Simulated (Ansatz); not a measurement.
`C#CC(=O)[SiH3]` + `C[SeH]` → `[SiH3]C[SeH]` + `C#CC=O` at 298.15 K and 1 bar (formal exchange of groups at the Si–C bond).

Computed with Ansatz on PBE0-D4/def2-TZVP structures; ΔE is electronic, products minus reactants. CCSD(T)/CBS is the MP2 limit (def2-TZVPP, def2-QZVPP) plus CCSD(T) − MP2 in def2-TZVPP, frozen cores. For Se outer-core shells are correlated without core-valence functions, which leaves a few kJ/mol of doubt a bond. Scalar relativity is left out up to krypton. Each species was taken in one conformer, which may not be the lowest.

| species | CCSD(T)/CBS energy (Eh) | H − E (kJ/mol) | S (J/(mol·K)) |
| --- | --- | --- | --- |
| `C#CC(=O)[SiH3]` | -480.70818 | 157.1 | 338.2 |
| `C[SeH]` | -2441.15625 | 129.5 | 267.5 |
| `[SiH3]C[SeH]` | -2731.43590 | 174.8 | 321.2 |
| `C#CC=O` | -190.43458 | 111.9 | 273.9 |

H − E and S are ideal-gas, rigid-rotor, harmonic terms from PBE0-D4/def2-TZVP, for one conformer and one mirror image of each species. 1 Eh = 2625.50 kJ/mol, R = 8.31446 J/(mol·K).

**Question.** By hand: ΔE, ΔH, ΔS and ΔG.

**Answer.** ΔE = (-2731.43590) + (-190.43458) − (-480.70818) − (-2441.15625) = -0.00605 Eh = -15.9 kJ/mol. Δ(H − E) = 174.8 + 111.9 − 157.1 − 129.5 = 0.1, so ΔH = -15.8 kJ/mol. ΔS = 321.2 + 273.9 − 338.2 − 267.5 = -10.6 J/(mol·K). ΔG = -15.8 − 298.15 × (-10.6)/1000 = -12.6 kJ/mol.

**Question.** By hand: the equilibrium constant, and the temperature at which ΔG would vanish if ΔH and ΔS stayed fixed.

**Answer.** log₁₀ K = −ΔG/(RT ln 10) = 2.2. ΔG = 0 at ΔH/ΔS = 1491 K, though so small a ΔS makes that figure unsure.

The number of gas molecules stays the same, so ΔS is small and ΔH decides. A doubt of 5 kJ/mol in ΔE shifts log₁₀ K by 0.9 here. Other conformers and mirror images would add mixing entropy, several J/(mol·K) or more a flexible species. Modes under 60 cm⁻¹, often nearly free rotors, make the harmonic entropy too high. These are equilibria of isolated gas molecules and say nothing of rates. Largest T1 diagnostic: 0.016 (customary marks: 0.02 for closed shells, 0.045 for open ones).
